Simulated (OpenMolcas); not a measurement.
Ti3+ with 6 ligands (oxide) in tetragonal octahedral coordination (D4h) at 2.05 Å, the axial distance 2.029 Å. A charge of +1.5 e stands 2.8 Å behind each ligand. Ligand basis ANO-RCC-VDZP.

```
Program             : OpenMolcas 26.06
Method              : SS-CASPT2, IPEA 0.25 Eh, imaginary shift 0.1 Eh (closed shells correlated: 3s 3p and the ligand valence shells)
Basis               : ANO-RCC-VDZP [5s4p2d1f]
Scalar Hamiltonian  : DKH2, point nucleus
Active space        : 1 electron in 5 orbitals (3d)
State averaging     : 2S+1 = 2 even, 5 roots
Spin-orbit coupling : RASSI with atomic mean-field integrals over the reference wave functions
```

(1) What is the spin-free ground state (labels of D4, the rotations of D4h)?

(2) Where is the first state of the same spin?

(3) What are the lowest two levels with spin-orbit coupling?

(4) What is χT at 300 K, and how does it compare with the textbook value?

## Answers

(1) 2B2, 1-fold in its orbital part; it has the highest spin that d1 allows.

(2) 2E at 89.2 cm-1 above the ground state. The two act as a nearly degenerate pair, with unquenched orbital momentum.

(3) A 2-fold level E3/2 with g = 0.57, 0.57, 0.80, then a 2-fold level E1/2 67 cm-1 above it. Their leading multiplicities are 2 (100 %) and 2 (100 %).

(4) The lowest level has 2S+1 = 2, for which the spin-only value is χT = S(S+1) / 2 = 0.375 cm3 K/mol (g = 2). The computed 0.452 at 300 K differs by +0.077, through orbital momentum, spin-orbit coupling and any other state in reach.

Over all roots computed the reference weight is 0.65; a low but even weight reflects the number of correlated electrons. The oxide ions are held by bare point charges, a crude embedding. Ligand-to-metal charge-transfer states are missing. With one d shell and no ligand orbital active, 10Dq can be off by a tenth or more. No measured value stands beside these numbers; the geometry is a model, was not optimised and need not be the one that this ion takes.
